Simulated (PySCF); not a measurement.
`C#C[C@H]1C(=C)[C@@H]1F`, C6H5F

Molfile (atoms numbered from 1):
```
C6H5F
     RDKit          3D

 12 12  0  0  0  0  0  0  0  0999 V2000
    2.7150   -0.0377   -0.4607 C   0  0  0  0  0  0  0  0  0  0  0  0
    1.5490    0.2288   -0.5251 C   0  0  0  0  0  0  0  0  0  0  0  0
    0.1550    0.5429   -0.5754 C   0  0  1  0  0  0  0  0  0  0  0  0
   -0.8398   -0.3130    0.1089 C   0  0  0  0  0  0  0  0  0  0  0  0
   -1.5185   -1.4295    0.1325 C   0  0  0  0  0  0  0  0  0  0  0  0
   -0.5487    0.9926    0.6996 C   0  0  2  0  0  0  0  0  0  0  0  0
   -1.4718    1.9961    0.6023 F   0  0  0  0  0  0  0  0  0  0  0  0
    3.7383   -0.2636   -0.4223 H   0  0  0  0  0  0  0  0  0  0  0  0
   -0.1651    1.0203   -1.4969 H   0  0  0  0  0  0  0  0  0  0  0  0
   -2.2502   -1.6279    0.8990 H   0  0  0  0  0  0  0  0  0  0  0  0
   -1.3708   -2.1934   -0.6136 H   0  0  0  0  0  0  0  0  0  0  0  0
    0.0086    1.0838    1.6258 H   0  0  0  0  0  0  0  0  0  0  0  0
  1  2  3  0
  2  3  1  0
  3  4  1  0
  4  5  2  0
  4  6  1  0
  6  7  1  0
  6  3  1  0
  1  8  1  0
  3  9  1  6
  5 10  1  0
  5 11  1  0
  6 12  1  1
M  END
```

Method used: PySCF, TDDFT wB97X-D/aug-cc-pVDZ circular dichroism and optical rotation, one conformer, gas phase. Geometry: GFN2-xTB.

Problem. Draw the ECD and absorption spectra from the lowest 12 states, each a Gaussian of half-width 0.25 eV at 1/e height.

Solution. 
```tsv
E (eV)	λ (nm)	Δε (L mol⁻¹ cm⁻¹)	ε (L mol⁻¹ cm⁻¹)
5.37	231	+0.06	1.2
5.52	225	+0.41	12.4
5.67	219	+0.89	72.1
5.82	213	-0.92	232
5.97	208	-5.63	397
6.12	203	-6.56	361
6.27	198	-1.85	265
6.42	193	+1.51	595
6.57	189	-2.71	1830
6.72	184	-9.21	4870
6.87	180	-9.99	13300
7.02	177	-11.55	27100
7.17	173	-4.98	31200
7.32	169	+12.80	20200
7.47	166	+18.70	9880
7.62	163	+12.15	5810
```
Δε uses R in velocity form, ε uses f in length form. Only the states computed contribute, so the short-wavelength end is incomplete.
